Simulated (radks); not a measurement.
The numbers below are computed, except where a source is named.
Q: The iron ion Fe+, 25 electrons, occupied as [Ar] 3d6 4s1. Level of theory: scalar-relativistic Kohn-Sham, PBE, spin-polarised, spherical densities, finite nucleus; open shells are filled with parallel spins first; Fermi nuclear charge, rms radius 3.7377 fm (a radial shooting solver on a logarithmic mesh with Libxc functionals). Some entries of the table are withheld. Estimate them.

orbital  occ.  eigenvalue (eV)  <r^2> (bohr^2)
1s up       1        -7006.763        0.004596
1s down     1        -7006.732        0.004596
2s up       1        -828.3067         0.08425
2s down     1        -826.4297         0.08398
2p up       3        -706.8359         0.06830
2p down     3        -705.4073         0.06802
3s up       1        -104.0132          0.7584
3s down     1         -99.6409          0.7625
3p up       3         -70.0372          0.8666
3p down     3         -65.7245          0.8750
3d up       5         -17.3605             (1)
3d down     1         -13.2983             (2)
4s up       1         -13.0697           8.072
4s down     0         -10.8485           8.736
4p up       0              (3)           12.93
4p down     0              (4)           14.81

A: 
(1) 3d up <r^2> (bohr^2): 1.583
(2) 3d down <r^2> (bohr^2): 1.760
(3) 4p up eigenvalue (eV): -7.8677
(4) 4p down eigenvalue (eV): -6.0427
